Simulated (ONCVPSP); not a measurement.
Plane-wave convergence, ONCV potential for Ce

cerium, optimised norm-conserving Vanderbilt (ONCV), made with ONCVPSP 4.0.1 (PBEsol, fully relativistic). Core [Kr] 4d10 4f1, reference 5s2 5p6 5d1 6s2. Waves: 5s+6s: rc 2.80 bohr, ncon 3, nbas 8, qcut 5.7 1/bohr, 3 projectors, debl 0.5 Ha; 5p: rc 1.75 bohr, ncon 3, nbas 7, qcut 5.5 1/bohr, 1 projector; 5d: rc 2.80 bohr, ncon 3, nbas 7, qcut 3.5 1/bohr, 1 projector. Local part: polynomial inside 1.15 bohr (lpopt 5, dvloc0 1 Ha). Core correction: none.

Open shells are filled in proportion to 2j + 1.

Q: For each optimised wave give the share of its norm inside rc, the residual kinetic energy above qcut (Ha) and the cutoffs (Ha) for errors of 10, 1, 0.1 and 0.01 mHa per electron.

A:

| wave | norm inside rc | residual KE | 10 mHa | 1 mHa | 0.1 mHa | 0.01 mHa |
| --- | --- | --- | --- | --- | --- | --- |
| 5s | 0.983 | 4.8e-09 | 5.9 | 8.6 | 10.6 | 12.3 |
| 6s | 0.126 | 2.3e-09 | 3.0 | 7.7 | 10.1 | 11.9 |
| s projector 3 | 0.168 | 7.9e-09 | 5.2 | 8.6 | 10.8 | 12.7 |
| 5p j=3/2 | 0.518 | 1.9e-04 | 9.1 | 12.9 | 20.9 | 59.0 |
| 5p j=1/2 | 0.575 | 2.4e-04 | 9.0 | 13.1 | 27.1 | 71.4 |
| 5d j=5/2 | 0.530 | 2.5e-04 | 4.0 | 5.4 | 8.7 | 24.2 |
| 5d j=3/2 | 0.551 | 3.1e-04 | 4.1 | 5.5 | 9.6 | 25.9 |

The occupied waves need 13 Ha and 27 Ha for 1 and 0.1 mHa. Note: ghosts flagged at negative energy: s at -68.8 eV, p1/2 at -10.1 eV; no localised positive-energy state flagged. A true bound ghost makes a file unfit for plane-wave use. 2 of 4 tests not solved or not reliable.
